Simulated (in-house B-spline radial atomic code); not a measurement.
Orbital energies and mean radii along the 32-electron series, configuration [Ar] 3d10 4s2 4p2. The effective charge is n√(-2ε), a non-relativistic measure. Computed with an all-electron radial atomic-structure program (B-spline basis): Dirac-Hartree-Fock, average of the configuration, finite nuclei.

```tsv
ion	Z	energy of 3d3/2 (Eh)	mean radius of 3d3/2 (bohr)	energy of 4p3/2 (Eh)	mean radius of 4p3/2 (bohr)	energy of 3p1/2 (Eh)	mean radius of 3p1/2 (bohr)	effective charge of 3d3/2
Cs23+	55	-52.381	0.26524	-27.05	0.64785	-64.383	0.2841	30.706
Ba24+	56	-55.985	0.25833	-29.007	0.62899	-68.492	0.27697	31.745
La25+	57	-59.704	0.25176	-31.029	0.61122	-72.735	0.27015	32.782
Ce26+	58	-63.538	0.24552	-33.115	0.59444	-77.112	0.26363	33.818
Pr27+	59	-67.488	0.23957	-35.267	0.57856	-81.625	0.25737	34.854
Nd28+	60	-71.554	0.23391	-37.485	0.56352	-86.275	0.25138	35.888
Pm29+	61	-75.736	0.22849	-39.768	0.54925	-91.063	0.24562	36.922
Sm30+	62	-80.034	0.22332	-42.116	0.53568	-95.991	0.24008	37.955
Eu31+	63	-84.447	0.21837	-44.53	0.52276	-101.06	0.23476	38.988
Gd32+	64	-88.978	0.21363	-47.009	0.51045	-106.27	0.22963	40.02
Tb33+	65	-93.625	0.20908	-49.555	0.49871	-111.63	0.2247	41.052
Dy34+	66	-98.389	0.20472	-52.166	0.48749	-117.13	0.21993	42.083
Ho35+	67	-103.27	0.20053	-54.843	0.47676	-122.77	0.21534	43.114
Er36+	68	-108.27	0.1965	-57.587	0.46648	-128.57	0.2109	44.145
Tm37+	69	-113.38	0.19262	-60.397	0.45663	-134.51	0.20661	45.176
```

Question: How does the screening of 3d3/2 change?

Answer: Z less the effective charge goes from 24.29 at Z = 55 to 23.82 at Z = 69.
